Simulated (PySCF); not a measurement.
**Predicted spectroscopic data**

All values are calculated (PySCF 2.14): geometry: GFN2-xTB, shieldings: GIAO PBE0/pcSseg-1. Non-relativistic Hamiltonian, one computed conformer, isolated molecule, one averaged value for each set of equivalent atoms.

Chemical shifts δ = σref − σ; TMS for 1H, 13C, all at this level. Splittings of carbon signals by F and P are missing where no couplings were computed. Where no couplings were computed, multiplicities follow the n + 1 count of equivalent neighbours, and m marks all less simple cases (inequivalent or close neighbours, rings, F or P nearby). Shifts are as computed. Against solution values, carbons near 30 ppm lie about +3 ppm off and those near 130 ppm about +5 ppm. Of 1211 compounds with measured shifts, 218 miss one by over three times the rms of a fit or turn the order of signals round; such compounds aren't used in these exercises.

**1.** SMILES COC(=O)c1cnn([SiH3])n1, C4H7N3O2Si. 1H NMR (500 MHz, computed): δ 8.39 (s, 1H), 5.32 (s, 3H), 4.15 (s, 3H). 13C{1H} NMR (computed): δ 169.0 (C), 150.1 (C), 145.4 (CH), 53.8 (CH3).

**2.** `N(C)(C)P1(=N[SiH3])C=C1`, C4H11N2PSi. 1H NMR (500 MHz, computed): δ 9.80 (m, 2H), 4.77 (m, 3H), 2.85 (m, 6H). 13C{1H} NMR (computed): δ 186.9, 37.6.
